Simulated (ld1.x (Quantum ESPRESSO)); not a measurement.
# carbon (C): excitation energies, all-electron against ultrasoft

ld1.x (Quantum ESPRESSO) 7.5 input, shortened:

```
&input
   title='C', zed=6., rel=1, dft='WC', iswitch=3,
   config='[He] 2s2 2p2 3d-2'
 /
 &inputp
   pseudotype=3, tm=.true., lloc=-2, rcloc=0.90,
   nlcc=.true., new_core_ps=.true., rcore=1.00,
   which_augfun='PSQ', rmatch_augfun_nc=.true.
 /
5
2S  1  0   2.00   0.00  0.80  1.05  0.0
2S  1  0   0.00   1.65  0.80  1.05  0.0
2P  2  1   2.00   0.00  1.60  1.80  0.0
2P  2  1   0.00   0.95  1.60  1.80  0.0
3D  3  2  -2.00   0.45  1.00  1.35  0.0
 &test
   configts(1)='2s2 2p2'
 /
```

Energies are relative to the spin-unpolarised reference configuration 2s2 2p2; without spin polarisation the order of configurations can differ from experiment.

| valence configuration | charge | ΔE all-electron (eV) | error AE − PS (meV) |
| --- | --- | --- | --- |
| 2s2 2p1 | +1 | 10.816 | -6.9 |
| 2s2 2p0 | +2 | 34.888 | -34 |
| 2s1 2p3 | 0 | 8.434 | +12 |
| 2s1 2p2 | +1 | 19.533 | +7.4 |
| 2s2 2p1.5 | +0.5 | 3.942 | -1.3 |
| 2s0 2p4 | 0 | 16.882 | +49 |

Question: What are ΔE and the potential's error for 2s1 2p0?

Answer: ΔE = 82.933 eV all-electron; the error (AE − PS) is -78 meV.
